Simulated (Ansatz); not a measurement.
Calculated with Ansatz (gas phase, PBE0-D4/def2-TZVP geometries, no zero-point term in ΔE). CCSD(T)/CBS is the MP2 limit (def2-TZVPP, def2-QZVPP) plus CCSD(T) − MP2 in def2-TZVPP, frozen cores. DFT in def2-TZVPP. B3LYP here is the variant with VWN-RPA as its local correlation; programs differ in this. HSE06 is defined as in plane-wave codes. def2 core potentials past Kr. For Zr outer-core shells are correlated without core-valence functions, which leaves a few kJ/mol of doubt a bond. Each species was taken in one conformer, which may not be the lowest.

`[OH][Zr]([Cl])([Cl])[Cl]` + `C[SiH](O)O` → `[OH][Zr]([OH])([Cl])[Cl]` + `C[SiH](O)Cl`  (redistribution)

`[OH][Zr]([Cl])([Cl])[Cl]`:

```xyz
6

O    -0.006    0.978   -1.107
Zr    0.003   -0.264    0.302
Cl   -2.181   -0.990    0.699
Cl    1.345   -2.084   -0.288
Cl    0.857    0.759    2.221
H    -0.018    1.602   -1.828
```

`C[SiH](O)O`:

Z-matrix (Å, degrees):
```
C
Si 1 1.852
H 1 1.093 2 111.0
H 1 1.093 2 110.6 3 119.4
H 1 1.092 2 110.8 3 -120.4
O 2 1.647 1 105.2 3 -58.4
O 2 1.646 1 112.8 3 64.2
H 2 1.484 1 113.0 3 -179.4
H 6 0.958 2 117.2 1 -175.7
H 7 0.958 2 117.6 1 -54.3
```

`[OH][Zr]([OH])([Cl])[Cl]`:

Cartesian coordinates in Å:
```
O -0.123 -0.793 -1.490
Zr 0.392 0.030 0.137
O -1.122 0.699 1.057
Cl 1.470 -1.568 1.495
Cl 1.852 1.819 -0.339
H -0.511 -1.173 -2.273
H -1.958 0.986 1.413
```

`C[SiH](O)Cl`:

Cartesian coordinates in Å:
```
C 0.129 -0.672 -0.972
Si 0.186 0.127 0.698
O -1.250 0.763 1.160
Cl 1.620 1.612 0.628
H 1.100 -1.108 -1.219
H -0.621 -1.467 -0.985
H -0.122 0.055 -1.748
H 0.562 -0.813 1.773
H -1.603 1.502 0.664
```

```
             level  ΔE (kJ/mol)  difference from CCSD(T)/CBS
       LDA (SPW92)         25.1                         -3.0
            PBE-D4         23.4                         -4.7
         revPBE-D4         22.3                         -5.8
           BLYP-D4         25.5                         -2.6
            B97M-V         32.0                          3.9
           PBE0-D4         25.7                         -2.4
        r2SCANh-D4         29.2                          1.1
        r2SCAN0-D4         29.7                          1.6
          HSE06-D4         26.1                         -2.0
          BHLYP-D4         30.4                          2.3
      CAM-B3LYP-D4         25.2                         -2.9
           ωB97M-V         24.4                         -3.7
            B2PLYP         29.1                          1.0
          PBE-QIDH         28.5                          0.4
               PBE         23.8                         -4.3
            revPBE         23.3                         -4.8
              BLYP         26.6                         -1.5
            r2SCAN         29.0                          0.9
              PBE0         26.0                         -2.1
             B3LYP         28.1                          0.0
           r2SCAN0         29.8                          1.7
             HSE06         26.3                         -1.8
             BHLYP         30.4                          2.3
         CAM-B3LYP         25.4                         -2.7
           LC-ωPBE         18.1                        -10.0
RPA@PBE/def2-TZVPP         31.5                          3.4
       HF/def2-SVP         20.1                         -8.0
      MP2/def2-SVP         15.5                        -12.6
     CCSD/def2-SVP         14.9                        -13.2
  CCSD(T)/def2-SVP         16.5                        -11.6
     HF/def2-TZVPP         32.5                          4.4
    MP2/def2-TZVPP         29.4                          1.3
SCS-MP2/def2-TZVPP         28.8                          0.7
   CCSD/def2-TZVPP         29.0                          0.9
CCSD(T)/def2-TZVPP         29.9                          1.8
     HF/def2-QZVPP         33.3                          5.2
    MP2/def2-QZVPP         28.6                          0.5
      HF/CBS(def2)         33.4                          5.3
     MP2/CBS(def2)         27.6                         -0.5
    CCSD/CBS(def2)         27.2                         -0.9
       CCSD(T)/CBS         28.1                            0
```

Question: What do rigid-rotor, harmonic-oscillator terms from PBE0-D4/def2-TZVP frequencies (298.15 K, 1 bar) make of the CCSD(T)/CBS value? (Estimate.)

Answer: Computed: ΔZPE = -4.3 kJ/mol, ΔH = +25.4 kJ/mol, ΔS = 15 J/(mol·K), ΔG = +20.9 kJ/mol.

Largest T1 diagnostic among the species: 0.016.

Leaving LDA and LC-ωPBE aside and taking each functional with its dispersion term where it has one, the values spread over 9.7 kJ/mol, from revPBE-D4 to B97M-V. From BLYP to BHLYP (50 % exact exchange), in def2-TZVPP and without D4, ΔE moves by +3.9 kJ/mol.
